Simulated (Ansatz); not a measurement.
`NB(F)O[SiH3]` and `NB(F)[SeH]` differ in one atom or group.

Ansatz, PBE0-D4/def2-TZVP geometries, multiplicity 1. Each molecule was computed in one conformer, which needn't be the lowest.

Scalar relativity is left out up to krypton. Spin–orbit coupling is left out; it splits and shifts lone-pair levels of the heavy atoms by tenths of an eV.

```csv
property,`NB(F)O[SiH3]`
HOMO–LUMO gap (PBE0/def2-TZVPP) / eV,8.25
LUMO energy (B3LYP/def2-TZVPP) / eV,-0.18
LUMO energy (PBE0/def2-TZVPP) / eV,0.07
LUMO energy (PBE/def2-TZVPP) / eV,-0.78
HOMO–LUMO gap (PBE/def2-TZVPP) / eV,5.91
HOMO–LUMO gap (ωB97M-V/def2-TZVPP) / eV,12.22
```

(1) What does the change do to each property? (Best estimate.)

Answers

(1) Ansatz gave: 
```json
{"property": "HOMO–LUMO gap (PBE0/def2-TZVPP) / eV", "`NB(F)[SeH]`": "7.18", "shift": "-1.07"}
{"property": "LUMO energy (B3LYP/def2-TZVPP) / eV", "`NB(F)[SeH]`": "-0.13", "shift": "0.05"}
{"property": "LUMO energy (PBE0/def2-TZVPP) / eV", "`NB(F)[SeH]`": "0.19", "shift": "0.12"}
{"property": "LUMO energy (PBE/def2-TZVPP) / eV", "`NB(F)[SeH]`": "-0.68", "shift": "0.10"}
{"property": "HOMO–LUMO gap (PBE/def2-TZVPP) / eV", "`NB(F)[SeH]`": "5.14", "shift": "-0.77"}
{"property": "HOMO–LUMO gap (ωB97M-V/def2-TZVPP) / eV", "`NB(F)[SeH]`": "10.94", "shift": "-1.28"}
```

With PBE0 the HOMO rises by 1.19 eV and the LUMO rises by 0.12 eV, so the gap narrows by about 1.07 eV. PBE moves the HOMO by 0.88 eV and ωB97M-V by 1.43 eV. The zero-point energy changes by -58.1 kJ/mol with -9 modes.

Positive LUMOs are unbound, so they and the gaps depend on the basis.

B3LYP here is the variant with VWN-RPA as its local correlation; programs differ in this.
